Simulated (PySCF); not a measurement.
Molfile (atoms numbered from 1):
```
C3H11NSi2
     RDKit          3D

 17 16  0  0  0  0  0  0  0  0999 V2000
    2.7428   -0.6542    0.1368 C   0  0  0  0  0  0  0  0  0  0  0  0
    1.4660   -0.8290   -0.2117 C   0  0  0  0  0  0  0  0  0  0  0  0
    0.6498    0.1198   -1.0216 C   0  0  0  0  0  0  0  0  0  0  0  0
   -0.7095    0.9901   -0.0231 Si  0  0  2  0  0  4  0  0  0  0  0  0
    0.0273    1.7185    1.3636 N   0  0  0  0  0  0  0  0  0  0  0  0
   -2.3143   -0.5272    0.7696 Si  0  0  0  0  0  4  0  0  0  0  0  0
    3.2676   -1.3832    0.7590 H   0  0  0  0  0  0  0  0  0  0  0  0
    3.3105    0.2239   -0.1894 H   0  0  0  0  0  0  0  0  0  0  0  0
    0.9468   -1.7279    0.1456 H   0  0  0  0  0  0  0  0  0  0  0  0
    1.2845    0.9020   -1.4735 H   0  0  0  0  0  0  0  0  0  0  0  0
    0.1438   -0.3980   -1.8562 H   0  0  0  0  0  0  0  0  0  0  0  0
   -1.3938    1.9333   -0.9788 H   0  0  0  0  0  0  0  0  0  0  0  0
    0.9272    2.1794    1.2880 H   0  0  0  0  0  0  0  0  0  0  0  0
   -0.5324    2.1211    2.1054 H   0  0  0  0  0  0  0  0  0  0  0  0
   -1.6645   -1.6758    1.4769 H   0  0  0  0  0  0  0  0  0  0  0  0
   -3.1374   -1.0751   -0.3560 H   0  0  0  0  0  0  0  0  0  0  0  0
   -3.2431    0.1401    1.7378 H   0  0  0  0  0  0  0  0  0  0  0  0
  1  2  2  0
  2  3  1  0
  3  4  1  0
  4  5  1  0
  4  6  1  0
  1  7  1  0
  1  8  1  0
  2  9  1  0
  3 10  1  0
  3 11  1  0
  4 12  1  6
  5 13  1  0
  5 14  1  0
  6 15  1  0
  6 16  1  0
  6 17  1  0
M  END
```

Geometry: PBE0-D3(BJ)/def2-SVP; GIAO shifts from PySCF 2.14, gas phase, non-relativistic, averaged over equivalent atoms.

At PBE0/pcSseg-1 (171 basis functions, 20 s wall time on 1 thread of an x86-64 server CPU, shared host):
```csv
atoms,δ (ppm)
C2,143.5
C1,121.1
C3,24.4
Si4,-28.9
Si6,-111.6
N5,7.9
H9,6.10
H8,5.26
H7,5.22
H12,5.15
H15/H16/H17,3.39
H10,2.04
H11,1.65
H13/H14,-0.10
```

Referencing at the same level of theory: ¹³C (σref 184.41), ²⁹Si (σref 351.99), ¹H (σref 31.27) vs TMS; ¹⁵N (σref 265.67) against NH3.

Problem. Predict the values at KT2/pcSseg-1 on the same geometry.

Solution. 
| atoms | δ at KT2/pcSseg-1 | change |
| --- | --- | --- |
| C2 | 133.2 | -10.3 |
| C1 | 111.7 | -9.4 |
| C3 | 26.4 | +2.0 |
| Si4 | -28.9 | +0.0 |
| Si6 | -116.0 | -4.4 |
| N5 | 10.3 | +2.4 |
| H9 | 5.94 | -0.16 |
| H8 | 5.08 | -0.18 |
| H7 | 5.01 | -0.21 |
| H12 | 5.46 | +0.31 |
| H15/H16/H17 | 3.39 | +0.00 |
| H10 | 2.10 | +0.06 |
| H11 | 1.85 | +0.20 |
| H13/H14 | -0.14 | -0.04 |

Referencing at the same level of theory: ¹³C (183.22 ppm), ²⁹Si (361.05 ppm), ¹H (31.18 ppm) against TMS; NH3 for ¹⁵N (264.30 ppm).

The largest change is at C2 (alkene CH). Cost: 171 basis functions, 31 s wall time on 1 thread of an x86-64 server CPU, shared host. The order of the carbon signals is the same at both levels.

Experimental scales use liquid or dissolved standards, which lie at an offset from isolated NH3 (liquid NH3: subtract about 20 ppm).
